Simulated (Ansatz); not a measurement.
Cl3GeH3Si, SMILES `[SiH3][Ge]([Cl])([Cl])[Cl]`, relaxed with RKS PBE0-D4/def2-TZVP in Ansatz 0.2.0 from a PBE-D4/def2-SVP geometry. The force threshold is 0.005 eV/Å; the program also tests the step.

The species carries charge 0 and has multiplicity 1.

Start:

```xyz
8

Si    1.035    0.353   -0.745
Ge   -0.839   -0.287    0.599
Cl   -1.680    1.427    1.638
Cl   -2.423   -1.168   -0.601
Cl   -0.267   -1.749    2.103
H     2.063    0.945    0.174
H     0.554    1.360   -1.746
H     1.556   -0.881   -1.421
```

```csv
step,energy (eV),largest force (eV/Å),largest move (Å)
1,-101995.4202,0.522,0.000
2,-101995.4555,0.093,0.037
3,-101995.4558,0.147,0.015
4,-101995.4566,0.007,0.007
5,-101995.4566,0.001,0.002
```

End:

```xyz
8

Si    1.037    0.353   -0.746
Ge   -0.828   -0.283    0.594
Cl   -1.675    1.394    1.627
Cl   -2.397   -1.153   -0.579
Cl   -0.285   -1.726    2.082
H     2.051    0.938    0.163
H     0.553    1.347   -1.732
H     1.543   -0.871   -1.409
```

It took 30 s on 4 threads of a server CPU on a shared host, with 0.84 GiB of host memory at the peak.
